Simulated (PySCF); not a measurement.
Electron correlation in Ni⁺ (nickel, charge +1)

[Ar] 3d8 4s1, high-spin 4F determinant (an excited configuration). All numbers are calculated (PySCF 2.14, the spin-free X2C one-electron Hamiltonian (Gaussian nucleus), in aug-cc-pVTZ-DK (8s7p5d3f2g, 93 functions)). Frozen: [Ar]; 9 electrons correlated.

| level | correlation energy (mhartree) |
| --- | --- |
| CCSD | -280.00 |
| (T) | -8.30 |
| CCSD(T) | -288.30 |

Diagnostics: T1 = 0.012, D1 = 0.0335, largest double amplitude 0.021.

Cost of the coupled-cluster step: roughly 50 core-seconds, for 9 correlated electrons.
